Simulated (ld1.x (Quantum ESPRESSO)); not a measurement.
**magnesium (Mg), ultrasoft: configuration errors across variants**

Mg, ultrasoft, made with ld1.x (Quantum ESPRESSO) 7.5 (PBE, scalar-relativistic). Core [He], reference 2s2 2p6 3s2 3p0. Waves: 2s (bound): rcut 0.95, rcutus 1.05 bohr; 3s (bound): rcut 0.95, rcutus 1.05 bohr; 2p (bound): rcut 1.05, rcutus 1.15 bohr; 3p (bound, empty): rcut 1.05, rcutus 1.15 bohr. Local part: all-electron potential smoothed inside 0.80 bohr (lloc = -1). Core correction: Bessel-smoothed model core, default radius (core density twice the valence density). Augmentation charge: PSQ, radius 0.75 bohr.

All-electron excitation energies from the reference (eV): (1) 2s2 2p6 3s1 3p0 7.960; (2) 2s2 2p6 3s0 3p0 22.986; (3) 2s2 2p6 3s1.5 3p0 3.144; (4) 2s2 2p6 3s0 3p2 7.183; (5) 2s2 2p6 3s1 3p1 3.491; (6) 2s1 2p6 3s2 3p0 91.471; (7) 2s2 2p6 3s0 3p1 12.328.

The overlap operator is not positive definite (basis up to 400 Ry) in “waves 2s (bound): rcut 0.86, rcutus 0.92 bohr; 3s (bound): rcut 0.86, rcutus 0.92 bohr”, “waves 2s (bound): rcut 0.95, rcutus 1.26 bohr; 3s (bound): rcut 0.95, rcutus 1.26 bohr”, “waves 2s (bound): rcut 0.95, rcutus 1.38 bohr; 3s (bound): rcut 0.95, rcutus 1.38 bohr”, “waves 2s (bound): rcut 0.95, rcutus 1.46 bohr; 3s (bound): rcut 0.95, rcutus 1.46 bohr”, “waves 2s (bound): rcut 0.95, rcutus 1.58 bohr; 3s (bound): rcut 0.95, rcutus 1.58 bohr”. Such files are unfit for use, however small their errors in these radial tests.

Tests that are not counted but printed errors over 1 eV. “waves 2s (bound): rcut 0.95, rcutus 1.58 bohr; 3s (bound): rcut 0.95, rcutus 1.58 bohr”: 2s1 2p6 3s2 3p0 (solver errors, printed error +43.5 eV).

1 further variants failed, have other tests or too few solved ones, and are left out.

Errors AE − PS in meV (a dash: test not solved or not reliable):

```csv
change,(1),(2),(3),(4),(5),(6),(7),bound ghosts
base,0.0,-0.1,0.0,0.0,0.0,-3.6,+0.1,none
"waves 2s (bound): rcut 0.86, rcutus 0.92 bohr; 3s (bound): rcut 0.86, rcutus 0.92 bohr",0.0,+0.1,0.0,0.0,0.0,-5.4,+0.1,not determined (overlap not positive)
"waves 2s (bound): rcut 0.95, rcutus 1.04 bohr; 3s (bound): rcut 0.95, rcutus 1.04 bohr",0.0,-0.1,0.0,0.0,0.0,-3.6,+0.1,none
"waves 2s (bound): rcut 0.95, rcutus 1.10 bohr; 3s (bound): rcut 0.95, rcutus 1.10 bohr",0.0,-0.2,0.0,0.0,0.0,+12,+0.1,none
"waves 2s (bound): rcut 0.95, rcutus 1.26 bohr; 3s (bound): rcut 0.95, rcutus 1.26 bohr",-0.1,-0.9,0.0,+0.1,0.0,+23,-0.1,not determined (overlap not positive)
"waves 2s (bound): rcut 0.95, rcutus 1.38 bohr; 3s (bound): rcut 0.95, rcutus 1.38 bohr",-0.1,-1.5,0.0,0.0,0.0,+55,-0.3,not determined (overlap not positive)
"waves 2s (bound): rcut 0.95, rcutus 1.46 bohr; 3s (bound): rcut 0.95, rcutus 1.46 bohr",+0.1,-1.6,0.0,-0.2,0.0,–,–,not determined (overlap not positive)
"waves 2s (bound): rcut 0.95, rcutus 1.58 bohr; 3s (bound): rcut 0.95, rcutus 1.58 bohr",+0.9,+0.1,+0.2,-0.1,+0.1,–,-0.2,not determined (overlap not positive)
```

**Question.** Give the same row for: waves 2s (bound): rcut 0.64, rcutus 0.68 bohr; 3s (bound): rcut 0.64, rcutus 0.68 bohr.

**Answer.** +0.1, +0.2, 0.0, 0.0, 0.0, -110, +0.1; bound ghosts: none.
